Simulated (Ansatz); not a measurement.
BiH₂F⁻. Charge -1, multiplicity 2. Geometry PBE-D4/def2-TZVP, that of the neutral singlet; atoms count from 1.

```xyz
4

Bi   -0.632   -0.437    0.159
H    -0.050    0.890    1.257
H    -0.566    0.727   -1.235
F     1.248   -1.180   -0.181
```

In the def2 sets Bi takes a core potential; there is no spin–orbit coupling. The highest occupied level of the charge -1 doublet lies above zero (up to 1.64 eV). By energy differences its removal costs 0.13 eV (vertical, to the charge 0 singlet, at PBE0-D4/def2-TZVPD); a positive level beside a positive removal energy at the same level points to self-interaction error.

(1) Estimate the Mulliken populations from the PBE0/def2-TZVPD orbitals of Ansatz.

(2) Where does the spin sit?

Results:

(1) 
```tsv
atom	charge (e)	spin (α − β)
Bi1	-0.42	1.16
H2	-0.05	-0.04
H3	-0.05	-0.04
F4	-0.48	-0.09
```
Mulliken values and Mayer orders depend strongly on the basis. With diffuse functions, as here, like atoms can get unlike values, and bond orders can come out too low or too high.

(2) Summed by element: Bi 1.16, H -0.08, F -0.09, of 1 unpaired in all. Largest on single atoms: Bi1 1.16, F4 -0.09, H2 -0.04.
